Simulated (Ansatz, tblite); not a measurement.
Cost and result up the ladder for Au3O⁺ (4 atoms). The state is a singlet with charge 1. Geometry: r2SCAN-D4/def2-SVP.

Cartesian coordinates in Å:
```
Au -1.844 0.326 0.024
Au 0.716 -1.040 -1.381
Au 1.135 1.153 0.940
O -0.007 -0.439 0.417
```

Ansatz on 4 threads of Arm Neoverse V2 on a shared host; xTB runs through tblite on one thread. Times are rough, summed over both states, and most runs start from the orbitals of an earlier one. B2PLYP/def2-TZVP serves as the yardstick here, not as an exact answer. The other state is a triplet at its own geometry, which has other bonds, so the gap mixes isomer and spin.

In the def2 sets Au takes a core potential; there is no spin–orbit coupling. The xTB rows come from tblite. Correlated methods freeze 1 core orbital; core or outer-core shells of Au are correlated, in sets that lack core-valence functions. The structure comes from a short search, and lower isomers may exist.

Second-order perturbation terms are unreliable where d shells bring near-degenerate states, and here B2PLYP/def2-TZVP lies more than 0.4 eV from the median of the functionals without such a term.

Correlated methods converge slowly with the basis.

xTB has no spin-polarisation term.

```
                         level  functions  wall time  triplet − singlet (eV)  difference from B2PLYP/def2-TZVP (eV)                                   remarks
                      GFN2-xTB         31    0.007 s                    1.45                                   0.54                                         –
                      GFN1-xTB         31    0.008 s                    0.87                                  -0.04                                         –
                  HF/def2-TZVP        151      4.1 s                    0.35                                  -0.56   spin-contaminated (⟨S²⟩ 2.19) (triplet)
PBE-D4/def2-TZVP (with forces)        151      6.4 s                    0.24                                  -0.67                                         –
             PBE0-D4/def2-TZVP        151      9.7 s                    0.51                                  -0.40                                         –
           r2SCAN-D4/def2-TZVP        151       13 s                    0.21                                  -0.70                                         –
             RPA@PBE/def2-TZVP        151       13 s                    0.88                                  -0.03                                         –
              B2PLYP/def2-TZVP        151       14 s                    0.91                                   0.00  test for broken spin undecided (singlet)
          r2SCAN0-D4/def2-TZVP        151       16 s                    0.39                                  -0.52                                         –
              B97M-V/def2-TZVP        151       23 s                    0.40                                  -0.50                                         –
```
